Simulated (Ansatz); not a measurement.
A nudged elastic band was laid between two geometries of BCl2H2N + FH (8 atoms, charge 0, multiplicity 1).

Level of theory: Ansatz, RKS PBE/def2-SVP.

* movable images: 7
* climbing image: yes
* spring: 5.0 eV/Å²
* optimiser: quadratic models (default)
* start path: through a guess of the saddle point
* force threshold: 0.05 eV/Å
* iteration limit: 60
* end points: relaxed

First end point:

```xyz
8
Properties=species:S:1:pos:R:3
B 0.016 -0.269 0.192
N -0.015 -0.116 1.606
H -0.827 -0.428 2.143
H 0.855 -0.090 2.143
Cl 1.544 -0.077 -0.668
Cl -1.467 -0.681 -0.668
F -0.538 2.491 0.872
H -0.372 1.666 1.312
```

Last end point:

```xyz
8
Properties=species:S:1:pos:R:3
B -0.056 0.524 0.091
N -0.141 0.209 1.712
H -0.243 -0.805 1.868
H 0.720 0.527 2.185
Cl 1.471 -0.360 -0.459
Cl -1.628 -0.173 -0.585
F 0.030 1.888 -0.006
H -0.956 0.686 2.128
```

**Question.** What changes between the two ends?

**Answer.** Bonds broken: F7–H8. Bonds formed: B1–F7, N2–H8. BCl2H2N + FH becomes BCl2FH3N.

**Question.** Give the energies along the band, and the barrier.

**Answer.** It converged. The highest image is number 2 of 0 to 8, 7.7 kcal/mol above the first end and 34.4 kcal/mol above the last; the last end lies 26.7 kcal/mol below the first. A vibrational analysis at the climbing image gives one clearly imaginary mode, 514i cm⁻¹: a first-order saddle point. The orbitals stay closed-shell, which can raise the energy where a bond breaks towards radicals; this wasn't checked here.

```json
{"image": "0", "path coordinate (Å)": "0.00", "energy (kcal/mol)": "0.0", "F7–H8 (Å)": "0.95", "B1–F7 (Å)": "2.90", "N2–H8 (Å)": "1.84"}
{"image": "1", "path coordinate (Å)": "0.49", "energy (kcal/mol)": "2.1", "F7–H8 (Å)": "0.96", "B1–F7 (Å)": "2.42", "N2–H8 (Å)": "1.74"}
{"image": "2", "path coordinate (Å)": "0.97", "energy (kcal/mol)": "7.7", "F7–H8 (Å)": "1.07", "B1–F7 (Å)": "1.85", "N2–H8 (Å)": "1.44"}
{"image": "3", "path coordinate (Å)": "1.39", "energy (kcal/mol)": "-6.7", "F7–H8 (Å)": "1.44", "B1–F7 (Å)": "1.54", "N2–H8 (Å)": "1.13"}
{"image": "4", "path coordinate (Å)": "1.81", "energy (kcal/mol)": "-22.6", "F7–H8 (Å)": "1.95", "B1–F7 (Å)": "1.40", "N2–H8 (Å)": "1.03"}
{"image": "5", "path coordinate (Å)": "2.22", "energy (kcal/mol)": "-25.9", "F7–H8 (Å)": "2.38", "B1–F7 (Å)": "1.37", "N2–H8 (Å)": "1.03"}
{"image": "6", "path coordinate (Å)": "2.64", "energy (kcal/mol)": "-26.2", "F7–H8 (Å)": "2.44", "B1–F7 (Å)": "1.37", "N2–H8 (Å)": "1.03"}
{"image": "7", "path coordinate (Å)": "3.05", "energy (kcal/mol)": "-26.5", "F7–H8 (Å)": "2.53", "B1–F7 (Å)": "1.37", "N2–H8 (Å)": "1.03"}
{"image": "8", "path coordinate (Å)": "3.47", "energy (kcal/mol)": "-26.7", "F7–H8 (Å)": "2.64", "B1–F7 (Å)": "1.37", "N2–H8 (Å)": "1.03"}
```

**Question.** What is the geometry of the highest image?

**Answer.** 
```xyz
8
Properties=species:S:1:pos:R:3:forces:R:3
B -0.066 0.132 0.225 0.00 0.01 0.00
N -0.055 0.071 1.732 0.02 0.00 0.00
H -0.802 -0.482 2.162 -0.01 0.00 0.00
H 0.854 -0.140 2.158 0.00 0.00 0.00
Cl 1.521 0.067 -0.592 0.00 0.00 0.00
Cl -1.510 -0.529 -0.591 0.00 0.00 0.00
F -0.418 1.930 0.444 0.00 0.00 0.00
H -0.328 1.446 1.396 0.00 -0.01 0.00
```

**Question.** What are the harmonic wavenumbers there?

**Answer.** 514i, 198, 215, 283, 293, 395, 454, 621, 754, 771, 929, 1065, 1184, 1206, 1510, 2026, 3460, 3558 cm⁻¹.

The band took 13 iterations and roughly 4 core-minutes.

The run took 2.3 min on 2 threads of Arm Neoverse V1, with other jobs on the host, peak memory 0.13 GiB.
